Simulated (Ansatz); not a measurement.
Ga₃As₄⁻, relaxed as a quintet with UKS PBE0-D4/def2-SVP in Ansatz, starting from the PBE0-D4/def2-SVP geometry of the charge -1 singlet. Force threshold 0.03 eV/Å.

At PBE0-D4/def2-SVP a triplet of charge -1 lies 1.79 eV below the quintet, each at its own geometry. The structure comes from a short search, and lower isomers may exist.

Start:

```csv
atom,x (Å),y (Å),z (Å)
Ga1,-1.5163,-2.4495,0.5098
Ga2,1.2011,0.4155,-2.1478
Ga3,1.3158,1.5088,1.0359
As4,0.8715,-1.3214,0.0282
As5,-0.2297,2.1923,-1.0891
As6,-1.2291,0.1365,-0.2983
As7,-0.4133,-0.4821,1.9611
```

```
        step   energy (eV)  largest force component (eV/Å)  SCF passes
           1  -400403.0769                           2.165          30
           2  -400403.8857                           1.136          32
           3  -400404.3102                           0.701          30
           4  -400404.4957                           0.398          30
           5  -400404.5778                           0.153          29
           6  -400404.6065                           0.131          24
           7  -400404.6293                           0.072          28
8 (rejected)  -400404.6291                           0.109          25
           9  -400404.6322                           0.019          27
```

Force components are those of the run's own axes.

End:

Cartesian coordinates in Å:
```
Ga -1.670 -2.546 0.856
Ga 1.518 0.593 -1.483
Ga 0.958 1.781 0.887
As 0.576 -1.642 -0.434
As -0.047 2.539 -1.279
As -1.383 -0.162 -0.253
As 0.049 -0.562 1.706
```

Bonds lost: As5–As6 (atoms count from 1). Metal–metal contacts that move far: Ga2–Ga3 3.37 to 2.71 Å.

No frequencies were taken in this run, so the end may be a saddle point.

It took 7 min on 4 threads of Intel Xeon on a shared host, peak host memory 1.8 GiB.
